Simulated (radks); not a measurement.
Task: Coherent X-ray form factor from a spherical all-electron density. All-electron calculation, scalar-relativistic Kohn-Sham, r2SCAN, spin-polarised, spherical densities, finite nucleus; meta-GGA in the generalised Kohn-Sham scheme; Fermi nuclear charge, rms radius of each element as measured or else 0.836 A^(1/3) + 0.57 fm. Program: a radial shooting solver on a logarithmic mesh with Libxc functionals.

sin(theta)/lambda (1/angstrom),f0 (electrons)
0.05,10.835
0.1,10.394
0.15,9.798
0.2,9.157
0.25,8.528
0.3,7.925
0.4,6.769
0.5,5.677
0.6,4.697
0.8,3.218
1,2.335
1.25,1.764
1.5,1.484
2,1.195

The species is in the configuration that NIST lists as its ground one. Which atom or ion scatters so?

Result: The aluminium ion Al2+, [Ne] 3s1. Extrapolating in s^2 from the first two rows gives f0(0) = 11.0, near the electron count 11; among species with that count, the fall with angle is slower the higher Z, and the table is that of Z = 13; from so few rows the species is fixed only to a neighbour or two.
